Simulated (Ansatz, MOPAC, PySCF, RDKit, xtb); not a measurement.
Pair of molecules: C2H4 (SMILES C=C) (first 6 atoms) with CH4O (SMILES CO); geometry from B3LYP-D3(BJ)/def2-TZVP, rigid monomers moved along the line of their centres of mass till C1···H12 is 2.23 Å.
(charge 0, multiplicity 1):
```xyz
12

C      0.702     0.208     0.024
C     -0.606     0.027    -0.101
H      1.166     1.167    -0.174
H      1.361    -0.596     0.327
H     -1.069    -0.933     0.095
H     -1.266     0.830    -0.406
C     -0.184    -0.594     3.451
O     -0.316     0.726     2.954
H     -0.960    -1.264     3.061
H     -0.290    -0.543     4.534
H      0.798    -1.027     3.223
H     -0.223     0.697     1.994
```

Interaction energies are E(AB) − E(A) − E(B) at the monomers' geometry in the complex; basis-set methods are counterpoise corrected. Rows marked so take none. RDKit's UFF carries no charges.

Frozen-core correlation. Rows in 3-21G, 6-311+G**, 6-31G* carry no dispersion term and start afresh at each structure (6-31G* with six Cartesian d functions). The state that PM6 reach isn't checked.

Run with Ansatz (an electronic-structure program); MOPAC for PM6 (differences of heats of formation); PySCF for 3-21G rows, 6-311+G** rows, 6-31G* rows, the dispersion terms; RDKit for the force fields; xtb for the GFN methods. 

| level | interaction energy (kJ/mol) |
|---|---|
| UFF | 54.3 |
| GFN-FF | -8.4 |
| PM6 | 0.2 |
| GFN1-xTB | -10.0 |
| PBE-D4/def2-TZVPPD | -12.4 |
| BP86/6-31G* (no counterpoise) | -7.5 |
| B3LYP/3-21G (no counterpoise) | -13.9 |
| B3LYP/6-311+G** (no counterpoise) | -2.3 |
| CCSD(T)/aug-cc-pVDZ | ___ |

What belongs in the gaps?


- CCSD(T)/aug-cc-pVDZ, interaction energy (kJ/mol): -5.0
